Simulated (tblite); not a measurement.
C₆H₁₂Si.
Geometry (GFN2-xTB, Å), atoms numbered from 1 in this order:
```
atom  x, y, z in Å
C1    -2.8356   -0.3806    0.0904
C2    -1.6979    0.5291   -0.3590
C3    -0.5159    0.4730    0.6014
C4     0.7276    1.2097    0.1861
C5     1.5044    0.1207    0.1439
Si6    3.3018   -0.2351   -0.2218
C7     0.3693   -0.8014    0.5448
H8    -2.4977   -1.4123    0.1545
H9    -3.2006   -0.0789    1.0702
H10   -3.6632   -0.3326   -0.6136
H11   -2.0569    1.5600   -0.4162
H12   -1.3619    0.2370   -1.3568
H13   -0.8544    0.7164    1.6132
H14    0.9011    2.2544   -0.0042
H15    3.3823   -1.1900   -1.3317
H16    3.9187   -0.8290    0.9689
H17    3.9841    1.0090   -0.5775
H18    0.0799   -1.5226   -0.2176
H19    0.5051   -1.3176    1.4942
```

Calculated harmonic vibrations of the isolated species, GFN2-xTB (tblite), most abundant isotopes, no scaling. The method is semi-empirical: single wavenumbers can be off by several per cent or more. Modes of hydrogen on silicon can be 10 to 20 % off. One conformer, not necessarily the lowest.

Harmonic wavenumbers (cm⁻¹): 60.7, 71.7, 96.4, 173.1, 213.0, 239.8, 284.2, 394.1, 437.1, 515.2, 542.0, 553.6, 767.7, 782.0, 785.4, 795.2, 804.0, 854.9, 937.0, 959.3, 987.9, 1014.2, 1035.8, 1085.2, 1096.0, 1142.8, 1150.9, 1200.6, 1205.6, 1235.1, 1248.1, 1299.1, 1349.2, 1414.3, 1458.5, 1493.1, 1503.3, 1506.3, 1649.0, 2232.7, 2241.0, 2267.6, 2924.0, 2961.9, 2976.7, 2987.0, 3000.5, 3028.3, 3033.7, 3039.6, 3103.2.

A = 6942, B = 929.1, C = 880.3 MHz; mass 112.071 u (most abundant isotopes); point group C1, symmetry number 1.

Task: What is the zero-point energy?

Result: ½Σν̃ = 34069 cm⁻¹ = 97.41 kcal/mol.

Task: Entropy at 350 K, 1 bar (ideal gas, RRHO, classical rotation)?

Result: Translation 40.88, rotation 28.91, vibration 30.49: S = 100.3 cal/(mol K).

Task: And Cp and H(350 K) − H(0)?

Result: Cp = 41.16 cal/(mol K), of which vibrations give 33.21 (their classical limit is 51 R = 101.3); H(350 K) − H(0) = 8.44 kcal/mol without the zero-point energy, 5.66 from vibrations.

Task: How do the functions run with temperature in this model?

Result: 
```csv
T (K),S (cal/(mol K)),Cp (cal/(mol K)),H − H(0) (kcal/mol),G − H(0) (kcal/mol),ln q(vib)
50,56.9,12.6,0.49,-2.36,0.40
100,67.2,17.4,1.24,-5.48,1.46
298.15,94.1,35.9,6.44,-21.62,6.01
373.15,103.0,43.5,9.42,-29.01,7.75
500,117.3,54.8,15.68,-42.99,10.72
750,142.8,70.8,31.53,-75.59,16.55
1000,164.8,81.4,50.65,-114.11,22.10
```

q(vib) and H(0) count from the zero-point level.

Task: Which modes carry the vibrational entropy at 350 K?

Result: 60.7 cm⁻¹: 4.75; 71.7 cm⁻¹: 4.42; 96.4 cm⁻¹: 3.84; 173.1 cm⁻¹: 2.70; 213.0 cm⁻¹: 2.31; 239.8 cm⁻¹: 2.09 cal/(mol K); the other 45 give 10.37 together.

Hindered rotation and anharmonicity are outside this model. Other conformers, if any are populated, would add a mixing term that is left out. The structure is chiral; the term R ln 2 for an equal mix with its mirror image is left out.

Hardware: one thread, Arm Neoverse N1 (aarch64), shared host with 64 logical CPUs at a one-minute load of 63. Cost: 1.1 s. This covers the Hessian and the dipole derivatives.
